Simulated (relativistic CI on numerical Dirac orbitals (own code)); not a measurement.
One change at a time: Os XLI

Base calculation: Dirac-Coulomb-Breit CI, KLI orbitals optimised for each configuration, QED by a radiative potential, unscaled Slater integrals.

Configuration list (outside the closed core [Ar] 3d10): 4s²4p⁶, 4s²4p⁵4d, 4s4p⁶4d, 4s²4p⁵4f, 4s4p⁶4f, 4p⁶4d4f, 4s²4p⁵5s, 4p⁶4d², 4p⁵4d³, 4p⁵4d²4f, 4p⁵4d²5s, 4p⁶4f², 4p⁵4d4f², 4p⁵4f³, 4p⁵4f²5s. Double excitations out of closed p, d and f shells are left out; levels of such configurations are missing from the list, as are those of other unlisted configurations, and high levels can miss mixing partners.

The lowest level and the first level of each name with at least 55 % of one term (blank where a level has no safe partner in the second run):

| Level | Base (eV) | Shift (eV) |
| --- | --- | --- |
| 4s²4p⁶ ¹S0 | 0.000 | 0.000 |
| 4s²4p⁵4d ³P°0 | 155.569 | +0.201 |
| 4s²4p⁵4d ³P°1 | 160.528 | +0.201 |
| 4s²4p⁵4d ³F°3 | 163.537 | +0.202 |
| 4s²4p⁵4d ³F°4 | 181.980 | +0.203 |
| 4s²4p⁵4d ³D°3 | 190.489 | +0.201 |
| 4s²4p⁵4d ³F°2 | 267.650 | +0.203 |
| 4s²4p⁵4f ³D1 | 366.895 | +1.417 |
| 4s²4p⁵4f ³G4 | 383.923 | +2.114 |
| 4s²4p⁵4f ³G5 | 387.129 | +2.114 |
| 4s²4p⁵4f ³F4 | 394.371 | +2.114 |
| 4s4p⁶4d ³D1 | 399.033 | +0.977 |
| 4s4p⁶4d ³D3 | 413.254 | +0.642 |
| 4s4p⁶4d ¹D2 | 419.686 |  |

At this charge energies of transitions that change n are usually good to better than 1 %, and those within a shell (Δn = 0) to a few per cent.

Task: One thing was changed in a second run, which moved the levels as shown. Which?
A. Breit term removed
B. only the first 3 configurations
C. QED terms removed
D. configuration mixing switched off
E. P86 correlation estimate

Result: E. P86 correlation estimate. A correlation estimate moves all levels of a configuration together before mixing; mixed levels move by a weighted share.

LS names give the leading component of a level, which can be under half, so a name can repeat, a term be missing and a line seem to break the LS rules.
